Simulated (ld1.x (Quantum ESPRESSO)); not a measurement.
## What one change does to a pseudopotential (strontium, TM)

Sr, norm-conserving Troullier–Martins (Kleinman–Bylander form), made with ld1.x (Quantum ESPRESSO) 7.5 (PBE, non-relativistic). Core [Kr], reference 4d0 5s1.75 5p0 (charge +0.25). Waves: 5s (bound): rc 3.05 bohr; 5p (bound, empty): rc 3.20 bohr; 4d (bound, empty): rc 3.70 bohr; 4f channel at 0.2 Ry: rc 3.25 bohr. Local part: all-electron potential smoothed inside 3.65 bohr (lloc = -2). Core correction: none.

All-electron outer shells of the reference configuration (PBE, non-relativistic, ld1.x):

| shell | level (eV) | outermost node (bohr) | outermost maximum (bohr) |
| --- | --- | --- | --- |
| 4p | -24.37 | 0.62 | 1.33 |
| 5s | -4.61 | 1.68 | 3.72 |
| 4d | -2.82 | 0.65 | 2.01 |
| 5p | -2.30 | 1.96 | 4.65 |

Change: functional PBEsol.

Cutoffs: the cutoffs (Ry, on a coarse ladder) from which the occupation-weighted sum of valence levels, in a spherical-Bessel basis at the reference potential, stays within 10 and 1 mRy of its value at 400 Ry; they do not see the model core or the augmentation charge, which bear on the density cutoff. Errors are all-electron minus pseudo energies relative to the spin-unpolarised reference configuration.

**Question.** Predict the effect on cutoff, ghosts and configuration errors.

**Answer.** Both files are so soft that the ladder of cutoffs tells neither apart; of the 7 tests that both files solve, the error grows in 0 and shrinks in 5 by more than 15 % and 0.3 meV (median size 95.9 → 48.8 meV); neither file shows a bound ghost.

```tsv
quantity	base	changed
cutoff, loose	6 Ry	6 Ry
cutoff, tight	8 Ry	8 Ry
bound ghosts	none	none
error for 4d0 5s2 5p0, meV [ΔE -1.01 eV]	0.0	-0.1
error for 4d0 5s1 5p0, meV [ΔE 4.79 → 4.80 eV]	+7.0	+1.3
error for 4d0 5s1.5 5p0, meV [ΔE 1.30 eV]	+0.1	-0.1
error for 4d0 5s0 5p2, meV [ΔE 3.46 → 3.47 eV]	+96	+49
error for 4d0 5s0 5p1, meV [ΔE 7.57 → 7.56 eV]	+138	+86
error for 4d0.5 5s1.5 5p0, meV [ΔE -0.01 eV]	+134	+88
error for 4d1 5s0 5p0, meV [ΔE 6.20 → 6.17 eV]	+588	+327
s: phases at 3.98 bohr within 0.05 rad from the reference energy up to (Ry; the scan ends near 5)	0.5	0.5
p: phases at 3.98 bohr within 0.05 rad from the reference energy up to (Ry; the scan ends near 5)	0.1	0.1
d: phases at 3.98 bohr within 0.05 rad from the reference energy up to (Ry; the scan ends near 5)	0.5	0.5
f: phases at 3.98 bohr within 0.05 rad from the reference energy up to (Ry; the scan ends near 5)	1.9	2.0
```

Base: The cutoffs count occupied waves only; the empty 4d level needs 12 Ry at the loose tolerance. Changed file: The cutoffs count occupied waves only; the empty 4d level needs 12 Ry at the loose tolerance.
